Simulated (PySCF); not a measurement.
Identify the unknown among the candidates.

All candidates are C3H12Si3.

| technique | computed result |
| --- | --- |
| UV, first state | lowest singlet excitation: 6.54 eV (190 nm, f = 0.037) [TDDFT CAM-B3LYP/def2-SVPD] |
| Dipole | 1.09 D [CAM-B3LYP/def2-SVPD] |
| UV, strongest line | among the 6 lowest singlet transitions: S2 at 6.69 eV (185 nm, f = 0.131) [TDDFT CAM-B3LYP/def2-SVPD] |
| Rotational structure | rotational constants A, B, C: 1.769, 1.301, 0.806 GHz [PBE0-D3(BJ)/def2-SVP] |
| Polarisability | 124.6 au [CAM-B3LYP/def2-SVPD] |

Electronic properties: PySCF, gas phase, density fitting. Levels stand in brackets. One conformer (not necessarily the lowest) at the PBE0-D3(BJ)/def2-SVP geometry, without solvent, vibrations or thermal averaging.

Question: Which candidate is it?
A. `C=C[SiH2]C([SiH3])[SiH3]`
B. `[SiH3][SiH]([SiH3])C1CC1`
C. `C=CC[SiH]([SiH3])[SiH3]`
D. `[SiH3][SiH2][SiH2]C1CC1`

Answer: B. It is `[SiH3][SiH]([SiH3])C1CC1`. Numbering: `[SiH3:1][SiH:2]([SiH3:3])[CH:4]1[CH2:5][CH2:6]1`. Its formula, C3H12Si3, gives 1 degree of unsaturation: 1 ring and 0 π bonds in the structure found. The optimised geometry has point group Cs and is an asymmetric top.

The others, at the same levels:
- `C=C[SiH2]C([SiH3])[SiH3]` fails: its computed static isotropic polarisability is 118.6 au (against 124.6 au) and rotational constant A is 2.649 GHz (against 1.769 GHz).
- `[SiH3][SiH2][SiH2]C1CC1` fails: its computed lowest singlet excitation is 6.69 eV (185 nm, f = 0.029) (against 6.54 eV), static isotropic polarisability is 122.2 au (against 124.6 au) and rotational constant A is 2.546 GHz (against 1.769 GHz).
- `C=CC[SiH]([SiH3])[SiH3]` fails: its computed static isotropic polarisability is 128.2 au (against 124.6 au), rotational constant A is 2.217 GHz (against 1.769 GHz) and dipole moment is 0.73 D (against 1.09 D).

Each candidate is one conformer, not necessarily the lowest. The conformers computed, where there is a choice (atom-mapped SMILES and torsion angles):
- `[SiH3:1][SiH:2]([SiH3:3])[CH:4]1[CH2:5][CH2:6]1`: Si1–Si2–C4–C5 84°
- `[CH2:1]=[CH:2][SiH2:3][CH:4]([SiH3:5])[SiH3:6]`: C1–C2–Si3–C4 119°, C2–Si3–C4–Si5 174°
- `[SiH3:1][SiH2:2][SiH2:3][CH:4]1[CH2:5][CH2:6]1`: Si1–Si2–Si3–C4 78°, Si2–Si3–C4–C5 44°
- `[CH2:1]=[CH:2][CH2:3][SiH:4]([SiH3:5])[SiH3:6]`: C1–C2–C3–Si4 104°, C2–C3–Si4–Si5 -174°
